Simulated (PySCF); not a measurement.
H₃O₃Sn, SMILES [OH][Sn]([OH])[OH], multiplicity 2. Coordinates come from a B3LYP-D3(BJ)/def2-SVP optimisation. The multiplicity is an assumed one; other spin states were not compared. The isomer is the one that the SMILES or the coordinates give; other isomers of the formula were not compared. The def2 effective core potentials stand for the cores of Sn; spin–orbit coupling is left out. The values are those of a single conformer.

Question: Give the equilibrium geometry at B3LYP-D3(BJ)/def2-SVP (PySCF confirms it by a frequency run) as Cartesian coordinates in Å, and its point group. (An estimate is asked for; the answer gives what the named calculation found.)

Answer: Several could match; the one computed here: point group C3.
```xyz
7

Sn     0.0000     0.0000     0.2908
O     -1.5804     0.9508    -0.5222
H     -1.3856     1.8899    -0.6692
O      1.6137     0.8933    -0.5222
H      2.3295     0.2550    -0.6692
O     -0.0332    -1.8441    -0.5222
H     -0.9439    -2.1449    -0.6692
```
Charge 0, spin multiplicity 2.
